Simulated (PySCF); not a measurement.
**Exercise with solution: entropy of an ideal gas**

Si(F)2(Me)(OH) (CH4F2OSi), SMILES O[Si](F)(C)F.

Geometry optimised at ωB97X-D3(BJ)/def2-SVP. Other conformers were not sampled.

PySCF with ωB97X-D3(BJ)/def2-SVP gives the harmonic wavenumbers 104, 177, 217, 249, 328, 352, 358, 697, 766, 785, 801, 920, 963, 996, 1305, 1436, 1438, 3083, 3190, 3190, 3939 cm⁻¹ and the rotational temperatures 0.1864, 0.1734, 0.1702 K. The molar mass is 98.12 g/mol, the symmetry number 1, the spin multiplicity 1.

Task: Work out the entropy at 298.15 K and 1 atm in the rigid-rotor, harmonic-oscillator model.

Result: 
Translation (Sackur–Tetrode at 1 atm): S = R[1.5 ln M + 2.5 ln T − 1.16487] = 165.9 J/(mol K).
Rotation: q = (√π/σ) T^1.5/√(θA θB θC) = 123000, S = R[ln q + 3/2] = 109.9 J/(mol K).
Vibration: with u = 1.4388 ν/T, each mode gives R[u/(e^u − 1) − ln(1 − e^−u)]:
| ν (cm⁻¹) | modes | u | S (J/(mol K)) |
|---|---|---|---|
| 104 | 1 | 0.50 | 14.13 |
| 177 | 1 | 0.85 | 9.87 |
| 217 | 1 | 1.05 | 8.30 |
| 249 | 1 | 1.20 | 7.27 |
| 328 | 1 | 1.58 | 5.31 |
| 352 | 1 | 1.70 | 4.84 |
| 358 | 1 | 1.73 | 4.73 |
| 697 | 1 | 3.36 | 1.30 |
| 766 | 1 | 3.70 | 0.99 |
| 785 | 1 | 3.79 | 0.92 |
| 801 | 1 | 3.87 | 0.86 |
| 920 | 1 | 4.44 | 0.54 |
| 963 | 1 | 4.65 | 0.45 |
| 996 | 1 | 4.81 | 0.40 |
| 1305 | 1 | 6.30 | 0.11 |
| 1436 | 1 | 6.93 | 0.06 |
| 1438 | 1 | 6.94 | 0.06 |
The stiffer modes add less than 0.005 each. Sum 60.2 J/(mol K).
Spin: R ln 1 = 0.0 J/(mol K).
Total 336.0 J/(mol K); the program's own thermochemistry gives 336.1. Translation makes up 49 % and vibration 18 %. Anharmonicity, hindered rotation and orbital degeneracy are left out.
